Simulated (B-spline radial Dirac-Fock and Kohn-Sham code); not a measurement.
## X-ray form factors of cerium in several charge states

Method: Dirac-Fock densities. Computed with a radial finite-basis atomic code.

Configurations: Ce²¹⁺ [Kr] 4d1; Ce²³⁺ [Ar] 3d10 4s2 4p5; Ce²⁵⁺ [Ar] 3d10 4s2 4p3. The first column is f₀ of Ce²¹⁺, the others are differences from it.

```tsv
s (Å⁻¹)	Ce²¹⁺	Δ Ce²³⁺	Δ Ce²⁵⁺
0	37.000	-2.000	-4.000
0.1	36.612	-1.928	-3.863
0.2	35.494	-1.726	-3.476
0.3	33.777	-1.428	-2.902
0.4	31.644	-1.082	-2.229
0.5	29.297	-0.737	-1.550
0.7	24.662	-0.196	-0.453
0.9	20.785	+0.059	+0.097
1.1	17.824	+0.091	+0.195
1.4	14.522	-0.007	+0.005
```
